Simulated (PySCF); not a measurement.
**C₆ coefficients of unlike pairs at PBE**

Calculated with PySCF 2.14 from the dipole response of each species, C₆(A,B) = (3/π) ∫ α_A(iu) α_B(iu) du, in atomic units, from isotropic polarisabilities. For ions this is the dispersion term alone; charge-induced terms of lower order in 1/R come first.

```
species      configuration                      basis     relativity  α (bohr³)  C₆ (like pair)
     F⁺  [He] 2s2 2p4 (3P)   aug-cc-pVQZ (6s5p4d3f2g)           none      1.890           3.545
    Ne⁺  [He] 2s2 2p5 (2P)   aug-cc-pVQZ (6s5p4d3f2g)           none      1.404           2.480
   Cu³⁺      [Ar] 3d8 (3F)  aug-cc-pVDZ-DK (7s6p4d2f)  spin-free X2C      1.648           3.781
     Si  [Ne] 3s2 3p2 (3P)   aug-cc-pwCVTZ (8s7p5d3f)           none      41.28           341.3
```

Question: Estimate C₆ for Si with Ne⁺.

Answer: The integral gives 20.74. The combination rule 2 C_A C_B / (C_A α_B/α_A + C_B α_A/α_B) gives 20.02 and the geometric mean 29.09.

No spin-orbit coupling is included.

The other pairs:

```tsv
pair	C₆
Cu³⁺, Ne⁺	3.047
Si, F⁺	26.69
Cu³⁺, F⁺	3.595
Si, Cu³⁺	24.50
Ne⁺, F⁺	2.949
```
